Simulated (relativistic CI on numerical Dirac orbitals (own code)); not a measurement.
Computed by Dirac equation for one electron, model QED (radiative potential, 1s self-energy scaled to tabulated hydrogen-like ionisation energies) (own radial code, finite nucleus).

CI space: 1s, 2s, 2p, 3s, 3p, 3d, 4s, 4p, 4d, 4f, 5s, 5p, 5d, 5f, 5g, 6s, 6p, 6d. Levels of other configurations are missing.

Outline of the computed level scheme of Sc XXI. Lowest level of each configuration: 1s ²S1/2 at 0.00 eV; 2p ²P°1/2 at 4522.60 eV; 2s ²S1/2 at 4522.87 eV; 3p ²P°1/2 at 5363.13 eV; 3s ²S1/2 at 5363.21 eV; 3d ²D3/2 at 5365.78 eV; 4p ²P°1/2 at 5656.95 eV; 4s ²S1/2 at 5656.98 eV; 4d ²D3/2 at 5658.07 eV.

Some strong electric-dipole decays among the lowest 14 levels: 2p ²P°1/2 → 1s ²S1/2 (1.2e+14 s⁻¹); 2p ²P°3/2 → 1s ²S1/2 (1.2e+14 s⁻¹); 3p ²P°3/2 → 1s ²S1/2 (3.2e+13 s⁻¹); 3p ²P°1/2 → 1s ²S1/2 (3.2e+13 s⁻¹); 4p ²P°3/2 → 1s ²S1/2 (1.3e+13 s⁻¹); 4p ²P°1/2 → 1s ²S1/2 (1.3e+13 s⁻¹); 3d ²D5/2 → 2p ²P°3/2 (1.3e+13 s⁻¹); 3d ²D3/2 → 2p ²P°1/2 (1.1e+13 s⁻¹).
